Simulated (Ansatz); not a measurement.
Program: Ansatz. Geometries: PBE0-D4/def2-TZVP. ΔE: electronic, gas phase. CBS: MP2 limit from def2 TZ/QZ plus the TZ coupled-cluster correction, frozen cores. DFT in def2-TZVPP. B3LYP here is the variant with VWN-RPA as its local correlation; programs differ in this. Elements past krypton have def2 core potentials. For Ge, Te outer-core shells are correlated without core-valence functions, which leaves a few kJ/mol of doubt a bond. Scalar relativity is left out up to krypton. One conformer a species, not always the lowest.

`[GeH3][TeH]` + `C[SiH2]F` → `F[SiH2]C[TeH]` + GeH₄  (formal exchange of groups at a Te–Ge bond)

`[GeH3][TeH]`:

Cartesian coordinates in Å:
```
Ge -0.271 0.374 -0.480
Te 0.025 -0.577 1.875
H -0.615 -0.743 -1.476
H -1.438 1.364 -0.372
H 1.003 1.103 -0.932
H 1.295 -1.522 1.385
```

`C[SiH2]F`:

```xyz
8

C    -0.054   -0.072   -0.980
Si    0.087    0.047    0.864
F    -1.270    0.660    1.462
H    -0.219    0.912   -1.426
H     0.867   -0.485   -1.401
H    -0.882   -0.724   -1.270
H     0.278   -1.289    1.483
H     1.194    0.950    1.268
```

`F[SiH2]C[TeH]`:

Cartesian coordinates in Å:
```
F -1.837 -0.662 -0.009
Si -0.877 0.590 -0.288
C 0.793 0.257 0.448
Te 1.664 -1.555 -0.318
H -0.770 0.777 -1.753
H -1.518 1.767 0.353
H 0.783 0.217 1.538
H 1.484 1.048 0.141
H 0.277 -2.439 -0.113
```

GeH₄:

Cartesian coordinates in Å:
```
Ge 0.000 0.000 0.000
H 0.811 -1.283 -0.221
H 0.936 1.123 0.464
H -1.070 -0.249 1.071
H -0.678 0.409 -1.314
```

| species | B3LYP energy (Eh) |
| --- | --- |
| `[GeH3][TeH]` | -2347.58235 |
| `C[SiH2]F` | -430.61969 |
| `F[SiH2]C[TeH]` | -698.71849 |
| GeH₄ | -2079.44280 |

**Question.** Work out ΔE.

**Answer.** ΔE = (-698.71849) + (-2079.44280) − (-2347.58235) − (-430.61969) = 0.04075 Eh = +107.0 kJ/mol. CCSD(T)/CBS gives +96.2 kJ/mol.

Largest T1 diagnostic among the species: 0.012.

The D4 term adds −6.2 kJ/mol with B3LYP and −3.2 kJ/mol with PBE0; it sums over pairs of atoms, weighted by their polarisabilities, and B3LYP, whose exchange is more repulsive, gets the larger term. From PBE to PBE0 (25 % exact exchange), in def2-TZVPP and without D4, ΔE moves by +3.6 kJ/mol. In def2-TZVPP, CCSD(T) changes the Hartree–Fock value by −18.0 kJ/mol (the triples alone add −2.9 kJ/mol) and MP2 by −15.2 kJ/mol.
